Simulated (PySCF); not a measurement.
# Assigning NMR signals

Numbering as in the mapped SMILES `[F:1][C:2]1=[CH:3][CH2:4][CH:5]=[CH:6][CH2:7]1`; H(Xn) means a hydrogen on atom n.

[PySCF 2.14: shieldings: GIAO PBE0/pcSseg-1; structure optimised with GFN2-xTB; non-relativistic; isolated molecule; a single conformation; rapidly exchanging positions averaged]

Referencing at the same level of theory: ¹³C (σ = 186.93 ppm), ¹H (σ = 31.72 ppm) against TMS.

Task: Assign these signals to the numbered atoms. ¹³C{¹H} NMR (computed): δ 167.8 (C), 131.8 (CH), 129.9 (CH), 106.2 (CH), 31.4 (CH2), 31.0 (CH2).

Result: 
```tsv
δ (ppm)	atoms	environment	reason
167.8	C2	fully substituted alkene carbon	–
131.8	C5	alkene CH	the olefinic region
129.9	C6	alkene CH	–
106.2	C3	alkene CH	–
31.4	C4	allylic sp3 CH2	aliphatic region, no heteroatom directly attached
31.0	C7	allylic sp3 CH2	–
```

C5 and C6; C4 and C7 lie closer than the usual error of such a calculation, so a measured spectrum could show them in the other order.

Task: Assign these signals to the numbered atoms. ¹H NMR (500 MHz, computed): δ 5.94 (m, 1H), 5.90 (m, 1H), 5.44 (m, 1H), 3.08 (m, 2H), 3.02 (m, 2H).

Result: 
| δ (ppm) | atoms | environment | reason |
| --- | --- | --- | --- |
| 5.94 | H(C5) | hydrogen on an alkene CH | attached to an sp2 carbon and in the plane of the double bond |
| 5.90 | H(C6) | hydrogen on an alkene CH | – |
| 5.44 | H(C3) | hydrogen on an alkene CH | – |
| 3.08 | H(C4) | hydrogen on an allylic sp3 CH2 | allylic position |
| 3.02 | H(C7) | hydrogen on an allylic sp3 CH2 | – |

H(C5) and H(C6); H(C4) and H(C7) lie closer than the usual error of such a calculation, so a measured spectrum could show them in the other order.

Splittings by ¹⁹F in the carbon and heteronuclear signals aren't shown, as no couplings were computed. Shifts are as computed. Against solution values, carbons near 30 ppm lie about +3 ppm off and those near 130 ppm about +5 ppm. Of 1211 compounds with measured shifts, 218 miss one by over three times the rms of a fit or turn the order of signals round; such compounds aren't used in these exercises. No couplings were computed; multiplicities are counted from neighbouring protons, with m where these are inequivalent, close in shift, in a saturated or five-membered ring or joined by F or P, and br s for small geminal =CH2 splittings.
